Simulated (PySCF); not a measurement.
## Interval between two levels of Br²⁺ by level of theory

Br²⁺ [Ar] 3d10 4s2 4p3 [4S3/2, M_J = 3/2] → Br²⁺ [Ar] 3d10 4s1 4p3 5s1 [6S5/2, M_J = 5/2], as a difference of total energies. Computed with PySCF 2.14 in x2c-SVPall-2c with one added diffuse shell each of s, p, d type (6s7p4d, 47 functions), with the two-component X2C-1e Hamiltonian. Correlated levels: [Ne] frozen. "Screened" scales the spin-orbit matrix elements by Boettger's factors to mimic the two-electron term; Breit and QED terms are absent.

| method | interval between two levels (cm⁻¹) |
| --- | --- |
| GHF (spin-free) | 208530 |
| GMP2 (spin-free) | 217330 |
| GHF (screened spin-orbit) | 208660 |
| GMP2 (screened spin-orbit) | 217440 |

The labels give the starting determinants; with spin-orbit coupling the two ends relaxed to ⟨J²⟩ = 3.75, ⟨L²⟩ = 0.02, ⟨S²⟩ = 3.72 and ⟨J²⟩ = 8.75, ⟨L²⟩ = 0.01, ⟨S²⟩ = 8.74.

The promoted electron is Rydberg-like, and one or two diffuse shells describe it only roughly, which tends to raise the upper state.
